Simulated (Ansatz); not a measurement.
Total energies of Cl3H3Si2 (`Cl[SiH2][SiH](Cl)Cl`).

```xyz
8

Cl    1.0677    0.8339    2.2914
Si   -0.3085    0.8732    0.7639
Si    0.3148   -0.7286   -0.8208
Cl    0.2590   -2.5822    0.0451
Cl   -1.0396   -0.6395   -2.3595
H    -0.3110    2.2296    0.1630
H    -1.6482    0.5513    1.3106
H     1.6657   -0.5377   -1.3937
```

Charge 0, multiplicity 1. The geometry is a stationary point of PBE0-D4/def2-TZVP. It is one conformer, not always the lowest. Basis def2-TZVPP, Ansatz 0.2.0.

RPA on PBE orbitals: Hartree–Fock energy of these orbitals -1958.26156 Eh, correlation -1.37442 Eh (frozen core).

```
functional  energy without D4 (Eh)  D4 term (kJ/mol)
       PBE             -1960.73496             -28.8
    B97M-V             -1961.10038                 –
      PBE0             -1960.90639             -24.9
     B3LYP             -1961.68599             -47.1
   r2SCANh             -1961.45488              -7.5
     BHLYP             -1961.60432             -41.7
   LC-ωPBE             -1961.04383                 –
   ωB97X-V             -1961.30923                 –
   ωB97M-V             -1961.49226                 –
  PBE-QIDH             -1960.48851                 –
```

(1) Give the same for LDA (SPW92), revPBE, BLYP, r2SCAN, r2SCAN0, HSE06 (plane-wave form), CAM-B3LYP, B2PLYP. (Estimate.)

B3LYP takes the VWN-RPA correlation (the form of Gaussian; ORCA's B3LYP/G). HSE06 is the plane-wave form, built on full-range PBE exchange. The double hybrids freeze the cores in their second-order part.

## Answers

(1) The calculation gave: 
```
             functional  energy without D4 (Eh)  D4 term (kJ/mol)
            LDA (SPW92)             -1954.80704                 –
                 revPBE             -1961.22364             -69.2
                   BLYP             -1961.57767             -60.7
                 r2SCAN             -1961.46169              -6.8
                r2SCAN0             -1961.44584              -8.4
HSE06 (plane-wave form)             -1960.87014             -23.7
              CAM-B3LYP             -1961.65325             -26.2
                 B2PLYP             -1960.97076                 –
```

LC-ωPBE has ω = 0.4 bohr⁻¹.
